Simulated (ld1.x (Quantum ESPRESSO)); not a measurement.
# Cd, PAW: configuration errors across variants

cadmium (Cd), PAW, made with ld1.x (Quantum ESPRESSO) 7.5 (PW91, scalar-relativistic). Core [Ar] 3d10, reference 4s2 4p6 4d10 5s1.5 5p0 (charge +0.5). Waves: 4s (bound): rcut 1.15, rcutus 1.25 bohr; 5s (bound): rcut 1.15, rcutus 1.25 bohr; 4p (bound): rcut 1.30, rcutus 1.60 bohr; 5p (bound, empty): rcut 1.30, rcutus 1.60 bohr; 4d (bound): rcut 1.25, rcutus 1.55 bohr; 4d channel at -0.85 Ry: rcut 1.25, rcutus 1.55 bohr. Local part: all-electron potential smoothed inside 1.20 bohr (lloc = -1). Core correction: Bessel-smoothed model core, default radius (core density twice the valence density). Augmentation charge: BESSEL, radius 1.20 bohr.

All-electron excitation energies from the reference (eV): (1) 4s2 4p6 4d10 5s2 5p0 -3.746; (2) 4s2 4p6 4d10 5s1 5p0 5.599; (3) 4s2 4p6 4d10 5s0 5p0 22.810; (4) 4s2 4p6 4d9 5s0 5p0 60.904; (5) 4s2 4p6 4d10 5s1 5p1 0.953; (6) 4s1 4p6 4d10 5s2 5p0 109.834; (7) 4s2 4p6 4d9 5s2 5p1 8.906.

The default core radius of the base comes out at 0.57 bohr.

The overlap operator is not positive definite (basis up to 400 Ry) in “base”, “local potential all-electron potential smoothed inside 1.25 bohr (lloc = -1)”, “waves 4p (bound): rcut 1.30, rcutus 1.88 bohr; 5p (bound): rcut 1.30, rcutus 1.88 bohr”, “wave 4d channel at -0.85 Ry: rcut 1.25, rcutus 1.55 bohr becomes 4d channel at -0.77 Ry: rcut 1.25, rcutus 1.55 bohr”, “waves 4d (bound): rcut 1.25, rcutus 2.16 bohr; 4d channel at -0.85 Ry: rcut 1.25, rcutus 2.16 bohr”, “core correction Bessel-smoothed model core inside 0.68 bohr”, “local potential all-electron potential smoothed inside 1.28 bohr (lloc = -1)”. Such files are unfit for use, however small their errors in these radial tests.

4 further variants failed, have other tests or too few solved ones, and are left out.

A true bound ghost makes a file unfit for plane-wave use even where its test errors are small: the radial tests pick states by their node count and pass the ghost by.

Errors AE − PS in meV (a dash: test not solved or not reliable):

| change | (1) | (2) | (3) | (4) | (5) | (6) | (7) | bound ghosts |
| --- | --- | --- | --- | --- | --- | --- | --- | --- |
| base | +0.7 | -0.7 | -2.3 | -3.6 | +0.4 | -7.5 | +6.1 | not determined (overlap not positive) |
| local potential all-electron potential smoothed inside 1.25 bohr (lloc = -1) | +0.6 | -0.7 | -1.9 | -3.7 | +0.5 | -8.1 | +5.9 | not determined (overlap not positive) |
| waves 4p (bound): rcut 1.30, rcutus 1.88 bohr; 5p (bound): rcut 1.30, rcutus 1.88 bohr | +0.9 | -0.6 | -0.6 | – | – | – | – | not determined (overlap not positive) |
| wave 4d channel at -0.85 Ry: rcut 1.25, rcutus 1.55 bohr becomes 4d channel at -0.77 Ry: rcut 1.25, rcutus 1.55 bohr | +0.7 | -0.7 | -2.3 | -3.8 | +0.4 | -7.7 | +5.9 | not determined (overlap not positive) |
| waves 4d (bound): rcut 1.25, rcutus 2.16 bohr; 4d channel at -0.85 Ry: rcut 1.25, rcutus 2.16 bohr | +0.3 | -1.1 | -5.9 | – | – | – | – | d (p not tested, overlap not positive) |
| core correction Bessel-smoothed model core inside 0.68 bohr | +0.6 | -0.7 | -2.4 | -3.7 | +0.4 | -8.6 | +6.0 | not determined (overlap not positive) |
| local potential all-electron potential smoothed inside 1.28 bohr (lloc = -1) | +0.6 | -0.7 | -1.5 | -3.5 | +0.7 | -7.0 | +6.2 | not determined (overlap not positive) |

(1) Give the same row for: all radii but the core radius scaled by about 1.33 (s 1.66, p 2.12, d 2.06 bohr, rcut 1.52/1.72/1.66); local potential all-electron potential smoothed inside 1.58 bohr (lloc = -1); augmentation BESSEL, radius 1.58 bohr.

## Answers

(1) +0.9, -0.4, +1.6, +6.1, –, –, –; bound ghosts: none. Not counted: 4s2 4p6 4d10 5s1 5p1 (solver errors, printed error -2.5 eV).
